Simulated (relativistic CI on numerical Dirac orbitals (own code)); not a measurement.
Crystal-field levels of Nb3+, 4d2

Calculated by Dirac-Coulomb-Breit CI, KLI orbitals optimised for each configuration, model QED, valence Slater integrals scaled by 0.65, one configuration in a parametric crystal field (own radial code).

Field parameters in Wybourne normalisation: Oh B⁴₀ = 21Dq, B⁴₄ = √(5/14) B⁴₀. The field is a parameter set, without covalency.

S is read from ⟨S²⟩ = S(S + 1).

Site symmetry Oh; labels are those of the double group. Computed levels in cm⁻¹ above the lowest, in rising order:

```
Δ (size of 10Dq)  Lowest   No. 2   No. 3    No. 4    No. 5    No. 6     No. 7     No. 8
            6000       E  103 T2  963 T1  1409 A1  5510 T2  5629 A2   6113 T1    6187 E
           10750       E   56 T2  866 T1  1253 A1  7568 T2   7887 E  10049 A2  10353 T2
           15550       E   36 T2  811 T1  1167 A1  7612 T2   7767 E  14670 A2  14857 T2
           20350       E   26 T2  775 T1  1113 A1  7580 T2   7687 E  16825 A1  19358 A2
           25100       E   20 T2  751 T1  1076 A1  7548 T2   7630 E  17028 A1  24033 A2
           29900       E   16 T2  733 T1  1048 A1  7520 T2   7587 E  17163 A1  28777 A2
           34700       E   13 T2  719 T1  1027 A1  7498 T2   7555 E  17258 A1  33536 A2
           39500       E   12 T2  708 T1  1011 A1  7480 T2   7529 E  17328 A1  38303 A2
           44250       E   10 T2  699 T1   998 A1  7465 T2   7508 E  17382 A1  43027 A2
```

Ground-state S against |10Dq| in cm⁻¹: 6000: 1.00, 10750: 1.00, 15550: 1.00, 20350: 1.00, 25100: 1.00, 29900: 1.00, 34700: 1.00, 39500: 1.00, 44250: 1.00.

No abrupt spin change occurs in this range.
